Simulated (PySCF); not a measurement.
hydrogen selenide (H2Se), SMILES [SeH2].

Geometry optimised at ωB97X-D3(BJ)/def2-TZVPD.

Two levels are set side by side: TDDFT-PBE/def2-TZVPD (PySCF) and TDDFT-B3LYP/def2-TZVPD (PySCF). Vertical, same geometry. The lowest singlet is HOMO→LUMO 100 % with PBE and HOMO→LUMO+1 100 % with the other functional; states are paired by order. Differences are taken from unrounded values.

```
quantity                               TDDFT-PBE
-------------------------------------  ---------
lowest singlet excitation (eV)              5.23
lowest triplet excitation (TDA) (eV)        4.75
first bright state (f over 0.05) (eV)       5.26
its oscillator strength                     0.06
```

Question: These are the TDDFT-PBE values. What does TDDFT-B3LYP give? (An estimate is asked for; the answer gives what the named calculation found.)

Answer: 
```tsv
quantity	TDDFT-B3LYP	TDDFT-PBE minus TDDFT-B3LYP
lowest singlet excitation (eV)	5.25	-0.02
lowest triplet excitation (TDA) (eV)	4.79	-0.04
first bright state (f over 0.05) (eV)	5.39	-0.13
its oscillator strength	0.05	0.00
```

Rough cost on one machine, each run with all the roots and properties that it gave: TDDFT-B3LYP against TDDFT-PBE about 2 times.
